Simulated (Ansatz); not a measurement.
```xyz
12

C     0.4780    1.5200   -0.9990
Sb   -1.2895    0.4805   -0.3341
C    -0.3222   -0.2292    1.4992
O     0.3967   -1.2617    0.8393
C    -0.2983   -1.4728   -0.3817
H     0.4719    2.5393   -0.6110
H     1.3598    0.9910   -0.6378
H     0.4908    1.5617   -2.0888
H    -1.0406   -0.6299    2.2241
H     0.3605    0.4607    1.9991
H     0.4012   -1.6544   -1.2000
H    -1.0083   -2.3051   -0.3095
```

Charge 0, multiplicity 1. Sb takes the def2 core potential.

(1) List the PBE/def2-TZVPP orbital energies in eV (Ansatz 0.2.0). (An estimate is asked.)

Results:

(1) The calculation gave: Occupied: -510.36, -270.08, -270.08, -268.82, -149.19, -102.11, -102.06, -101.94, -32.46, -32.45, -32.36, -32.36, -32.29, -25.88, -17.27, -17.24, -15.49, -12.76, -11.56, -11.11, -10.27, -10.01, -9.59, -9.55, -7.14, -6.65, -5.98, -5.22. Lowest empty: -1.67, -0.69, 0.37, 0.65, 1.41, 1.80, 1.88, 2.12.
